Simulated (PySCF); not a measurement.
SMILES [CH3][Mg][OH] (B3LYP/def2-SVP optimised geometry):

```
7

Mg     0.114     0.019     0.000
C      2.202     0.019     0.000
H      2.610    -0.888    -0.479
H      2.610     0.058     1.025
H      2.609     0.888    -0.546
O     -1.656     0.016    -0.005
H     -2.610     0.034     0.005
```

Level of theory: B3LYP/def2-TZVP (PySCF).

What are the frontier orbital energies and the dipole moment?

HOMO-2 -7.51 eV, HOMO-1 -7.51 eV, HOMO -7.06 eV, LUMO -1.02 eV, LUMO+1 0.38 eV; dipole moment 0.19 D.

On the same geometry PBE/def2-TZVP (PySCF) gives HOMO-2 -6.13 eV, HOMO-1 -6.12 eV, HOMO -6.08 eV, LUMO -1.42 eV, LUMO+1 -0.02 eV; dipole moment 0.12 D.

Meta-Löwdin charges at B3LYP/def2-TZVP: Mg1 1.38, C2 -0.88, H3 0.11, H4 0.11, H5 0.11, O6 -1.16, H7 0.35.
